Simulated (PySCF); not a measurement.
C₃H₇NSi.
Numbering: `[H]/[N:1]=[CH:2]\[C@@H:3]1[CH2:4][SiH2:5]1` (hydrogens: H6 on N1; H7 on C2; H8 on C3; H9, H10 on C4; H11, H12 on Si5)

Computed by this run: PBE0-D3(BJ)/def2-SVP geometry optimisation, gas phase (PySCF 2.14.0); density fitting, grid level 1; the optimiser is geomeTRIC in internal coordinates, started from a GFN2-xTB structure with every atom displaced at random (about 0.01 Å).

Step 0: E = -12576.2787 eV
```
atom  x, y, z in Å  |  force x, y, z in eV/Å
N1      2.3982   -0.9237    0.1465   -1.176   0.666   0.530
C2      1.2612   -0.4074    0.4836    1.742  -0.949  -0.717
C3      0.2220    0.1886   -0.3636    0.422  -0.122  -0.189
C4     -0.7646    1.1366    0.2768   -0.628  -0.792   0.491
Si5    -1.5464   -0.5094   -0.2616    1.004   1.204   0.573
H6      2.5590   -0.8440   -0.8613   -0.144   0.027  -0.182
H7      1.0481   -0.4498    1.5494   -0.279   0.016   0.592
H8      0.6074    0.4827   -1.3476   -0.169  -0.074  -0.139
H9     -0.6450    1.3348    1.3515    0.026  -0.143  -0.068
H10    -0.9999    2.0367   -0.2593   -0.197   0.604  -0.485
H11    -2.2974   -0.5666   -1.4864   -0.499  -0.053  -0.750
H12    -1.8021   -1.5114    0.7612   -0.101  -0.384   0.343
```

Step 1: E = -12576.3717 eV
```
atom  x, y, z in Å  |  force x, y, z in eV/Å
N1      2.4613   -0.8110    0.1510    0.049  -0.197  -0.176
C2      1.2865   -0.4789    0.4965    0.037   0.518  -0.009
C3      0.2276    0.1071   -0.3558    0.110  -0.090  -0.007
C4     -0.7562    1.1111    0.2680   -0.183   0.020  -0.084
Si5    -1.5637   -0.4848   -0.2485    0.113   0.268   0.065
H6      2.5859   -0.6658   -0.8631   -0.028  -0.028   0.200
H7      1.0397   -0.5453    1.5732   -0.051  -0.171  -0.020
H8      0.5898    0.3753   -1.3567   -0.061  -0.049  -0.054
H9     -0.6189    1.3230    1.3344    0.003  -0.052   0.032
H10    -0.9431    2.0260   -0.3113    0.024  -0.129   0.051
H11    -2.3617   -0.5168   -1.4963   -0.001  -0.036  -0.014
H12    -1.9068   -1.4729    0.7977   -0.012  -0.054   0.016
```

Task: Estimate the geometry and energy of step 2. (The exact step hangs on the optimiser's Hessian estimate; all steps are aligned on step 1, rigid shifts and turns removed.)

Result: E = -12576.3806 eV, largest force 0.411 eV/Å
```
atom  x, y, z in Å  |  force x, y, z in eV/Å
N1      2.4607   -0.8469    0.1710   -0.099   0.051  -0.236
C2      1.2942   -0.4467    0.4736   -0.160  -0.098   0.366
C3      0.2273    0.1356   -0.3689    0.339  -0.005  -0.147
C4     -0.7677    1.1211    0.2715   -0.069   0.021  -0.021
Si5    -1.5542   -0.4759   -0.2424    0.022   0.052   0.073
H6      2.6273   -0.7162   -0.8341    0.031   0.025  -0.031
H7      1.0122   -0.5577    1.5380   -0.027   0.041   0.053
H8      0.5690    0.4021   -1.3780   -0.062   0.000  -0.038
H9     -0.6234    1.3243    1.3394    0.009  -0.043   0.000
H10    -0.9733    2.0325   -0.2997    0.011  -0.005   0.003
H11    -2.3608   -0.5281   -1.4848    0.010  -0.020  -0.007
H12    -1.8708   -1.4771    0.8034   -0.004  -0.019  -0.015
```

The energy changes by -0.0089 eV. The first-order estimate −F·Δx gives -0.0347 eV and the mean of the old and new forces, exact on a quadratic surface, -0.0092 eV. The step makes an angle of 70° with the force vector and moves no atom by more than 0.071 Å.

What follows is the cost of the whole optimisation. Hardware: Arm Neoverse N1, one thread (shared host). Cost: 43 s wall, 0.46 GiB resident at most.
